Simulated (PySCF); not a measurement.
# [WO3Br]− at several levels of theory

Computed with PySCF 2.14.0 (density fitting, no spin-orbit coupling) at the geometry relaxed with PBE:

```xyz
5
[WO3Br]− (singlet)
W     0.0000    0.3468    0.1532
O     1.4293    0.4654    1.1726
O     0.0000    1.6961   -0.9764
O    -1.4293    0.4654    1.1726
Br    0.0000   -1.8585   -1.0904
```

```csv
level,basis,state,HOMO (eV),gap (eV),charge on W1 (e),dipole about the centre of mass (D),largest force component (eV/Å)
PBE,"W def2-SVP with ECP60, O def2-SVP, Br def2-SVP",singlet,-1.72,4.70,0.70,2.99,0.01
TPSSh,the same,singlet,-2.51,5.79,0.92,3.05,0.44
CAM-B3LYP,the same,singlet,-4.76,9.51,0.89,3.26,1.30
B3LYP,the same,singlet,-3.05,6.55,0.87,3.21,0.74
revPBE,the same,singlet,-1.66,4.71,0.74,2.94,0.14
PBE,"W x2c-SVPall, O x2c-SVPall, Br x2c-SVPall",singlet,-1.85,4.49,0.53,3.14,0.72
```

Charges are Mulliken's, which hang on the basis. The relaxation used the grid (50, 194), these runs (75, 302) or, all-electron (x2c bases, spin-free X2C Hamiltonian), (99, 590).

**Question.** What does PBE with W def2-TZVP with ECP60, O def2-TZVP, Br def2-TZVP give here?

**Answer.** state singlet, HOMO (eV) -1.94, gap (eV) 4.61, charge on W1 (e) 1.15, dipole about the centre of mass (D) 2.99, largest force component (eV/Å) 0.07. Time: 19 s on 2 threads of AMD EPYC 9B14 (Zen 4) (shared host), from free ions and atoms.

In the first row's basis the gap widens with exact exchange: 4.7 eV for PBE, revPBE (none); 5.8 to 6.6 eV for TPSSh, B3LYP (a fixed share); 9.5 eV for CAM-B3LYP (rising or full at long range).
